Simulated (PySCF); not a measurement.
Solvent effects on NMR parameters

Molfile (atoms numbered from 1):
```
C3H13NSi3
     RDKit          3D

 20 20  0  0  0  0  0  0  0  0999 V2000
    3.2555    0.4279   -0.3402 Si  0  0  0  0  0  4  0  0  0  0  0  0
    1.8786   -0.6420    0.3616 C   0  0  0  0  0  0  0  0  0  0  0  0
    0.2507   -0.5464   -0.5719 Si  0  0  2  0  0  4  0  0  0  0  0  0
   -0.4843    1.1974   -0.5933 C   0  0  0  0  0  0  0  0  0  0  0  0
   -2.0217    1.0827   -0.6009 C   0  0  0  0  0  0  0  0  0  0  0  0
   -2.4966   -0.4004    0.4734 Si  0  0  0  0  0  4  0  0  0  0  0  0
   -1.0643   -1.3672    0.2325 N   0  0  0  0  0  0  0  0  0  0  0  0
    4.5099    0.2951    0.4639 H   0  0  0  0  0  0  0  0  0  0  0  0
    3.5606    0.0353   -1.7510 H   0  0  0  0  0  0  0  0  0  0  0  0
    2.8491    1.8682   -0.3379 H   0  0  0  0  0  0  0  0  0  0  0  0
    1.6975   -0.3485    1.4104 H   0  0  0  0  0  0  0  0  0  0  0  0
    2.2295   -1.6890    0.3748 H   0  0  0  0  0  0  0  0  0  0  0  0
    0.5007   -1.0827   -1.9519 H   0  0  0  0  0  0  0  0  0  0  0  0
   -0.1101    1.8088   -1.4305 H   0  0  0  0  0  0  0  0  0  0  0  0
   -0.1433    1.7002    0.3295 H   0  0  0  0  0  0  0  0  0  0  0  0
   -2.3795    0.8666   -1.6225 H   0  0  0  0  0  0  0  0  0  0  0  0
   -2.5141    2.0184   -0.2903 H   0  0  0  0  0  0  0  0  0  0  0  0
   -2.7194   -0.0277    1.9105 H   0  0  0  0  0  0  0  0  0  0  0  0
   -3.7454   -1.0874    0.0119 H   0  0  0  0  0  0  0  0  0  0  0  0
   -1.0014   -2.3331    0.5335 H   0  0  0  0  0  0  0  0  0  0  0  0
  1  2  1  0
  2  3  1  0
  3  4  1  0
  4  5  1  0
  5  6  1  0
  6  7  1  0
  7  3  1  0
  1  8  1  0
  1  9  1  0
  1 10  1  0
  2 11  1  0
  2 12  1  0
  3 13  1  6
  4 14  1  0
  4 15  1  0
  5 16  1  0
  5 17  1  0
  6 18  1  0
  6 19  1  0
  7 20  1  0
M  END
```

GIAO PBE0/pcSseg-1 in PySCF on one PBE0-D3(BJ)/def2-SVP conformer, non-relativistic, equivalent nuclei averaged. Solvents enter as an IEF-PCM continuum (benzene with ε = 2.3, acetone with ε = 20.5) around the gas-phase geometry.

Gas phase, σ in ppm: Si3 349.9, Si6 373.0, Si1 425.5, C4 175.2, C5 177.8, C2 189.1, N7 242.8, H13 26.33, H19 26.39, H18 26.43, H8/H9/H10 27.37, H14 30.12, H17 30.19, H16 30.32. Dipole moment 0.73 D.

Question: How does each σ change in the continuum?

Answer: 
```
    atoms                                                   environment  Δσ, benzene  Δσ, acetone
      Si3             silicon bonded to 2 C, N, H, in a 5-membered ring         -0.3         -0.7
      Si6             silicon bonded to C, N, 2 H, in a 5-membered ring          0.0         -0.1
      Si1                                      silicon bonded to C, 3 H         -0.4         -1.0
       C4                                          sp3 CH2 bonded to Si         +0.2         +0.4
       C5                                          sp3 CH2 bonded to Si         +0.1         +0.3
       C2                                        sp3 CH2 bonded to 2 Si         +0.3         +0.7
       N7              nitrogen bonded to 2 Si, H, in a 5-membered ring         +0.4         +0.7
      H13  hydrogen on a silicon bonded to 2 C, N, in a 5-membered ring        +0.06        +0.14
      H19    hydrogen on a silicon bonded to C, N, in a 5-membered ring        +0.04        +0.09
      H18    hydrogen on a silicon bonded to C, N, in a 5-membered ring        +0.05        +0.10
H8/H9/H10                             hydrogen on a silicon bonded to C        +0.03        +0.07
      H14                           hydrogen on an sp3 CH2 bonded to Si        -0.02        -0.03
      H17                           hydrogen on an sp3 CH2 bonded to Si        -0.04        -0.08
      H16                           hydrogen on an sp3 CH2 bonded to Si        -0.04        -0.08
```

Changes are relative to the gas phase. The dipole moment becomes 0.82 D in benzene, 0.96 D in acetone.

Question: Which nuclei move most (in ppm), and what does the model miss?

Answer: Si1 (silicon bonded to C, 3 H, -1.0 ppm) in acetone. A continuum only polarises the solute; specific hydrogen bonds, the anisotropy of aromatic solvents and changes of geometry or conformer are outside it.
